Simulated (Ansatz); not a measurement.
```yaml
crystal:
  periodic: [false, false, false]
  atoms:
    - {symbol: Cu, position_ang: [0.152380, 1.340061, 0.019091]}
    - {symbol: Cu, position_ang: [1.034642, -0.779397, -0.048830]}
    - {symbol: Cu, position_ang: [-1.204295, -0.544171, -0.050949]}
    - {symbol: H, position_ang: [1.702088, 0.714257, -0.072373]}
    - {symbol: H, position_ang: [-0.265901, -1.868668, 0.008280]}
    - {symbol: H, position_ang: [-1.471053, 1.197605, 0.077131]}
basis:
  gaussian: {orbitals: def2-TZVPD}
hamiltonian: {xc: {name: CAM-B3LYP}, dispersion: d3bj}
scf: {lower_state_search: full}
```

```sh
$ ansatz run in.yaml --threads 4 --pin off --events-out ev --progress --plain --max-ram 3916MiB
```

It prints (some lines left out):

```
Functional definition: CAM-B3LYP
  name "CAM-B3LYP"
  cite "Yanai, Tew & Handy, Chem. Phys. Lett. 393, 51 (2004) doi:10.1016/j.cplett.2004.06.011"
  cite "Iikura, Tsuneda, Yanai & Hirao, J. Chem. Phys. 115, 3540 (2001) doi:10.1063/1.1383587"
  cite "Becke, Phys. Rev. A 38, 3098 (1988) doi:10.1103/PhysRevA.38.3098"
  cite "Lee, Yang & Parr, Phys. Rev. B 37, 785 (1988) doi:10.1103/PhysRevB.37.785"
  cite "Vosko, Wilk & Nusair, Can. J. Phys. 58, 1200 (1980) doi:10.1139/p80-159"
  parameter alpha = 0.19
  parameter beta = 0.46
  parameter omega = 0.33/bohr
  parameter ac = 0.81
  # Exact exchange under (alpha + beta erf(omega r))/r, Becke's under what is left of 1/r.
  exchange = (1 - alpha - beta)*b88_x + beta*b88_x_sr(omega) + alpha*exact_x + beta*exact_x_lr(omega)
  correlation = (1 - ac)*vwn5_c + ac*lyp_c
1767 factors; their error is unknown
432 factors; integrals over basis functions are off by at most 3.0e-5 eV
mean field evaluation 1: about -133973.0496 eV, gradient 8.8e1 eV
mean field evaluation 2: about -133885.3021 eV, gradient 3.5e2 eV
mean field evaluation 4: about -133980.9613 eV, gradient 5.5e0 eV
mean field evaluation 8: about -133980.9877 eV, gradient 2.5e-1 eV
mean field evaluation 16: about -133981.2328 eV, gradient 4.2e-4 eV
mean field evaluation 32: about -132782.8121 eV, gradient 1.0e3 eV
mean field evaluation 64: about -133981.2328 eV, gradient 1.6e-3 eV
mean field evaluation 96: about -133981.2328 eV, gradient 4.9e-4 eV
mean field -133981.23279384 eV, -4923.7194894322 hartree, gradient 2.3e-5 eV, S^2 0.000000; 4 other end points of the search recorded, 0 dependent functions left out
reference -133981.23291003 eV, -4923.7194937023 hartree; 45, 45 occupied and 126, 126 virtual orbitals, 1767 factors
Total energy: -133981.38921775 eV, -4923.7252379050 hartree
```

It took 7 s on 4 threads of Intel Xeon 6975P-C on a shared host, peak host memory 0.82 GiB.
